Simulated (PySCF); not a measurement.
CH₈ClNSi₂, SMILES C[SiH2]N[SiH2]Cl.

Geometry: B3LYP-D3(BJ)/def2-SVP. This is a generated structure with no PubChem entry under its InChIKey; it may be hypothetical. Other conformers were not sampled.

Level of theory: PySCF with PBE/def2-TZVP.

The total energy is -1136.41614 hartree and the highest occupied level is -6.45 eV. The lowest empty level is -0.62 eV and the orbital gap comes out as 5.83 eV. The dipole moment comes out as 0.308 e·Å. The quadrupole, principal values (traceless, Buckingham form, about the centre of nuclear charge) comes out as -6.55, -0.39, 6.94 D·Å and the mean static polarisability is 83.9 bohr³ (12.43 Å³). The polarisability, principal values is 75.0, 82.5, 94.1 bohr³.
